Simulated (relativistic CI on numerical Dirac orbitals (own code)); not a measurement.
**Slater and spin-orbit integrals, Dy XVI**

Computed by Dirac-Coulomb-Breit CI, separate exchange-only KLI orbitals for each configuration, model QED (radiative potential, 1s self-energy scaled to tabulated hydrogen-like ionisation energies), unscaled Slater integrals (own radial code, finite nucleus).

Slater integrals F^k, G^k are unscaled and averaged over j, outside the closed core [Kr] 4d10; ζ comes from projecting the Hamiltonian with its Breit term on Σ l·s of the shell.

- 4f5: F^2(4f,4f) = 162310, F^4(4f,4f) = 104170, F^6(4f,4f) = 75654, ζ(4f) = 2613.5 cm⁻¹; <r>(4f) = 0.6227, <r^2>(4f) = 0.4554 (bohr units).
- 4f3 5s2: F^2(4f,4f) = 168120, F^4(4f,4f) = 108140, F^6(4f,4f) = 78610, ζ(4f) = 2848 cm⁻¹; <r>(4f) = 0.6045, <r^2>(4f) = 0.4283 (bohr units).
- 4f3 5s 5p: F^2(4f,4f) = 168400, F^4(4f,4f) = 108340, F^6(4f,4f) = 78762, ζ(4f) = 2873, G^3(4f,5s) = 30507, F^2(4f,5p) = 73985, G^2(4f,5p) = 26593, G^4(4f,5p) = 23738, G^1(5s,5p) = 123560, ζ(5p) = 55721 cm⁻¹; <r>(4f) = 0.6037, <r^2>(4f) = 0.4271, <r>(5s) = 1.046, <r^2>(5s) = 1.218, <r>(5p) = 1.12, <r^2>(5p) = 1.4 (bohr units).

Averages of the first 6 configurations, taken without configuration mixing, which lowers the lowest level and can move excited configurations by several eV; other configurations of the list can lie among them:

```
Configuration  Parity  States  Average energy above the lowest level (eV)
          4f5     odd    2002                                        11.3
      4f3 5s2     odd     364                                        22.8
    4f3 5s 5p    even    4368                                        56.0
       4f4 5p     odd    6006                                        49.2
      4f3 5p2     odd    5460                                        93.5
       4f4 5d    even   10010                                        99.2
```
